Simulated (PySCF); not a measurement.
dibromo-chloro-fluoromethane (CBr₂ClF), SMILES FC(Cl)(Br)Br. Atoms are numbered in the order given.

```xyz
5

F     -1.6695    -0.5948     0.0000
C     -0.3493    -0.4117     0.0000
Cl     0.4544    -1.9934     0.0000
Br     0.1342     0.5959    -1.6034
Br     0.1342     0.5959     1.6034
```
Charge 0, spin multiplicity 1.

Geometry: TPSSh-D3(BJ)/def2-SVP.

Two levels are set side by side: PBE/pcSseg-1 (PySCF) and KT2/pcSseg-1 (PySCF). GIAO shifts against CFCl3 (¹⁹F), HCl (³⁵Cl), TMS (¹³C) at the same level; non-relativistic, no solvent, atoms listed together averaged. Without spin–orbit terms, shifts of atoms bonded to Cl or Br come out too high at both levels. Differences are taken from unrounded values.

```tsv
quantity	KT2
δ(¹⁹F) of F1 (ppm)	15.4
δ(¹³C) of C2 (ppm)	155.6
δ(³⁵Cl) of Cl3 (ppm)	671.3
```

Q: What does PBE give, and how far is it from KT2? (Estimate from the structure and the level; the computed values follow.)

A: 
```tsv
quantity	PBE	PBE minus KT2
δ(¹⁹F) of F1 (ppm)	13.5	-1.9
δ(¹³C) of C2 (ppm)	162.8	7.2
δ(³⁵Cl) of Cl3 (ppm)	669.1	-2.2
```

Rough cost on one machine, each run with all the roots and properties that it gave: KT2 against PBE within a factor of 2.
